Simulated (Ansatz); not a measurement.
Frontier orbitals of `C[N](C)[Nb]([OH])([OH])([OH])[OH]`.

Cartesian coordinates in Å:
```
C -1.921 -0.029 0.553
N -0.548 0.419 0.506
C -0.205 1.311 1.588
Nb 0.691 -0.201 -0.874
O -0.032 -0.051 -2.632
O 2.394 -0.938 -0.244
O 0.080 -2.050 -0.881
O 1.735 1.390 -0.892
H -2.129 -0.556 1.494
H -2.136 -0.715 -0.267
H -2.611 0.822 0.482
H 0.816 1.675 1.476
H -0.292 0.805 2.559
H -0.877 2.179 1.600
H -0.388 -0.813 -3.092
H 2.482 -1.892 -0.252
H 0.261 -2.823 -0.349
H 2.683 1.470 -0.774
```

Charge 0, multiplicity 1. Correlated methods include outer-core shells of Nb, which these sets cover unevenly. Nb: def2 effective core potential. Geometry: relaxed with PBE0-D4/def2-TZVP. It is one conformer, not always the lowest. Basis def2-TZVPP, Ansatz 0.2.0.

Orbital energies of one run (eV). Highest occupied ones, from the top: -5.28, -6.53, -6.75, -7.34, -7.43, -7.59, -7.68, -8.43, -8.48, -8.61, -9.01, -9.49, -10.78, -11.09. Empty: -1.98, -1.82, -0.64, -0.61, -0.17, 0.20.

(1) Which functional gave them?
A. LC-ωPBE
B. revPBE
C. HSE06 (plane-wave form)
D. B97M-V

Answers

(1) B. HOMO energies: revPBE -5.28, LC-ωPBE -9.31, B97M-V -5.71, HSE06 -6.26 eV.

LC-ωPBE has ω = 0.4 bohr⁻¹.
